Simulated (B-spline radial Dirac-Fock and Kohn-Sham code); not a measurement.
**Dipole and non-dipole photoemission parameters of As⁺ 2p3/2**

System: the As⁺ ion, configuration [Ar] 3d10 4s2 4p2; threshold 1338.1 eV (orbital energy of the model). These are calculated numbers from a radial finite-basis atomic code; the model is Dirac-Hartree-Slater photoionisation with a Latter tail; cross sections with all multipoles, angular parameters from the dipole term and its interference with E2.

The run's input, task.json:

```json
{"items": [{
  "Z": 33,
  "q": 1,
  "cfg": [[1, 0, 2], [2, 0, 2], [2, 1, 6], [3, 0, 2], [3, 1, 6], [3, 2, 10], [4, 0, 2], [4, 1, 2]],
  "A": 75,
  "rrms": 4.0968,
  "do": "xps",
  "hv": [59.4, 60, 62.7, 66.6, 71.0, 74.6, 80, 100, 217.0, 240.0, 305.0, 347.0, 349.0, 512.0, 513.0, 1060.0, 1253.6, 2010.0, 2100.0, 2260.0, 2984.4, 4000, 4840.0, 5010.0, 6460.0, 7090.0, 8047.8, 9251.7, 9380.0, 10600.0]
}]}
```

Command: `python xray2_run.py task.json out`

For linearly polarised light dσ/dΩ = σ/(4π) [1 + β P₂(cos θ) + (δ + γ cos²θ) sin θ cos φ], with θ from the polarisation vector and φ the angle between the beam and the projection of the electron momentum on the plane normal to the polarisation.

| hν (eV) | σ (kb) | β | γ | δ |
| --- | --- | --- | --- | --- |
| 2010 | 168 | 1.441 | 0.092 | 0.023 |
| 2100 | 149 | 1.453 | 0.139 | 0.025 |
| 2260 | 122 | 1.465 | 0.217 | 0.027 |
| 2984.4 | 56.1 | 1.454 | 0.506 | 0.038 |
| 4000 | 23.7 | 1.386 | 0.795 | 0.054 |
| 4840 | 13.3 | 1.321 | 0.971 | 0.068 |
| 5010 | ? | ? | ? | ? |
| 6460 | 5.42 | 1.203 | 1.220 | 0.097 |
| 7090 | 4.02 | 1.161 | 1.294 | 0.108 |
| 8047.8 | 2.67 | 1.101 | 1.389 | 0.126 |
| 9251.7 | 1.69 | 1.032 | 1.486 | 0.148 |
| 9380 | 1.62 | 1.025 | 1.495 | 0.150 |
| 10600 | 1.08 | 0.962 | 1.575 | 0.172 |

Task: Give the values at 5010 eV.

Result: σ = 12.0 kb, β = 1.308, γ = 1.001, δ = 0.071.
